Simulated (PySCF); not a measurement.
PySCF input for C₃H₈OSi, SMILES C=CC[SiH2]O, PBE/pcSseg-1. The structure is a stationary point at PBE0-D3(BJ)/def2-SVP. The values are those of a single conformer.

```python
import numpy as np
from pyscf import gto, scf, dft
from pyscf.prop.nmr import rks as nmr

mol = gto.M(
    atom='''
    Si    0.67113061    0.46512006    0.96987768
    O     2.00673797    0.01738587    0.07550199
    C    -0.83524796   -0.58568883    0.52147833
    C    -0.98773402   -0.65330501   -0.96235367
    C    -1.79871074    0.10667068   -1.70444374
    H     1.05175102    0.26765304    2.39670635
    H     0.31684632    1.89964975    0.72404396
    H     1.96068130    0.21042793   -0.86553642
    H    -0.70158317   -1.59167115    0.95277831
    H    -1.71955065   -0.13022666    0.99883532
    H    -0.33082901   -1.36843041   -1.47456756
    H    -1.82142328    0.01843387   -2.79345856
    H    -2.47546870    0.83733494   -1.24919041
    ''',
    basis='pcSseg-1',
    charge=0,
    spin=0,
    max_memory=1600,
    verbose=3,
)
mf = dft.RKS(mol, xc='pbe')
mf.grids.level = 3
mf.conv_tol = 1e-10
mf.max_cycle = 100
mf.kernel()
n = nmr.NMR(mf)
n.verbose = 2
n.max_cycle_cphf = 60
sigma = n.kernel()
print('atom   isotropic/ppm   span/ppm')
for i, s in enumerate(sigma):
    w = np.linalg.eigvalsh((s + s.T) / 2)
    print(f'{mol.atom_symbol(i):2s}{i + 1:3d} {w.mean():14.3f} {w[2] - w[0]:11.3f}')
```

It prints:

```
converged SCF energy = -483.438698132888
atom   isotropic/ppm   span/ppm
Si  1        343.954      93.059
O   2        314.222      42.967
C   3        150.942      39.168
C   4         39.459     234.686
C   5         60.059     196.892
H   6         26.084       7.681
H   7         26.106       8.213
H   8         30.513      19.679
H   9         29.057       7.669
H  10         29.782       7.599
H  11         25.125       4.971
H  12         25.954       6.446
H  13         25.950       7.000
```

The run converged.
